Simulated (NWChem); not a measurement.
# Total energies of diphosphane (H4P2)

```xyz
6

P      1.0086     0.5217     0.0000
P     -1.0086    -0.5217     0.0000
H      1.5409    -0.3163     1.0313
H      1.5409    -0.3163    -1.0313
H     -1.5409     0.3163     1.0313
H     -1.5409     0.3163    -1.0313
```
Charge 0, spin multiplicity 1.

All runs are NWChem calculations. All single points use one geometry, from B3LYP/def2-SVP, a minimum by its harmonic frequencies. It is one conformer; others weren't searched.

Basis set: def2-TZVP (98 functions).

```json
[
 {"method": "RHF", "total energy (Ha)": "-683.81498", "relative cost": "1"},
 {"method": "MP2", "total energy (Ha)": "-684.11786", "relative cost": "under 3"},
 {"method": "B2PLYP", "total energy (Ha)": "-684.85798", "relative cost": "under 3"},
 {"method": "PBE", "total energy (Ha)": "-684.79463", "relative cost": "under 3"},
 {"method": "B3LYP", "total energy (Ha)": "-685.16272", "relative cost": "under 3"},
 {"method": "LC-wPBE (omega 0.3 per bohr)", "total energy (Ha)": "-684.84768", "relative cost": "10"},
 {"method": "CCSD(T)", "total energy (Ha)": "-684.17963", "relative cost": "70"}
]
```

Total energies of different functionals aren't comparable as a measure of quality: only differences taken within one method are. Relative cost: rough, from shared machines, SCF included, RHF = 1.

The correlated methods keep 10 core orbitals frozen. B3LYP has NWChem's definition, with VWN1-RPA local correlation. GW and range-separated runs recompute their integrals, the others keep them in memory, which bears on the times. Coupled-cluster values serve here as a point of comparison, not as the truth.
